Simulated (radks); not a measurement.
The numbers below are computed, except where a source is named.
All-electron atom: Hf in [Xe] 4f13.5 5d2.5 6s2 (fractional occupations, a model configuration).

Code: a radial shooting solver on a logarithmic mesh with Libxc functionals. Model: Dirac Kohn-Sham, PBE, spin-unpolarised, spherical densities, finite nucleus; open shells fill j = l - 1/2 first; Fermi nuclear charge, rms radius 5.347 fm.

Energy parts (eV):
total: -410765.79
kinetic: 459309.43
electron-nucleus: -1022602.21
Hartree: 160946.95
exchange-correlation: -8419.96

Orbitals (lengths in bohr, moments of r in powers of bohr):
orbital  occ.  eigenvalue (eV)      <r>  small-component weight
1s1/2       2        -65181.85  0.01899                7.33e-02
2s1/2       2        -11143.98  0.07978                1.65e-02
2p1/2       2        -10645.38  0.06612                1.66e-02
2p3/2       4        -9453.627  0.07385                1.51e-02
3s1/2       2        -2542.637   0.2082                5.41e-03
3p1/2       2        -2321.134   0.1981                5.35e-03
3p3/2       4        -2065.759   0.2125                4.92e-03
3d3/2       4        -1690.115   0.1863                4.80e-03
3d5/2       6        -1634.423   0.1908                4.68e-03
4s1/2       2        -515.5068   0.4679                1.77e-03
4p1/2       2        -424.6528   0.4742                1.68e-03
4p3/2       4        -366.0991   0.5069                1.51e-03
4d3/2       4        -216.5904   0.5275                1.32e-03
4d5/2       6        -205.8460   0.5389                1.28e-03
5s1/2       2         -68.5328    1.128                3.78e-04
5p1/2       2         -42.5528    1.255                3.04e-04
5p3/2       4         -34.5683    1.362                2.60e-04
4f5/2       6         -21.2337   0.6583                8.59e-04
4f7/2     7.5         -19.4495   0.6699                8.39e-04
6s1/2       2          -5.1501    3.411                4.04e-05
5d3/2     2.5          -3.3399    2.331                9.56e-05
5d5/2       0          -2.8421    2.454                8.70e-05

The highest occupied level is 5d3/2 at -3.340 eV. The electron density at the nucleus is 1.209e+06 e/bohr^3. The density falls to 0.001 e/bohr^3 at r = 4.95 bohr. Summed over all electrons, <r^2> = 72.41 bohr^2, which gives a Langevin (diamagnetic) susceptibility term of -57.3 x 10^-6 cm^3/mol.
